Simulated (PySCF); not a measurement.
C₂H₆GeN₂, SMILES [NH2][Ge@H]1[CH]=N[CH2]1.

Geometry optimised at PBE0-D3(BJ)/def2-SVP. The structure was generated by enumeration; whether it is a known compound was not checked. Other conformers were not sampled.

The numbers are results of PBE0/def2-TZVP (PySCF), not measurements.

Q: Estimate the frontier levels, gap, dipole moment and polarisability. (The exact figures need the calculation; the answer reports its results.)

A: 
- highest occupied level: -6.75 eV
- lowest empty level: -0.70 eV
- orbital gap: 6.06 eV
- dipole moment: 2.49 D
- quadrupole, principal values (traceless, Buckingham form, about the centre of nuclear charge): -8.21, 2.29, 5.93 D·Å
- mean static polarisability: 65.1 bohr³ (9.65 Å³)
- polarisability, principal values: 54.6, 62.6, 78.2 bohr³
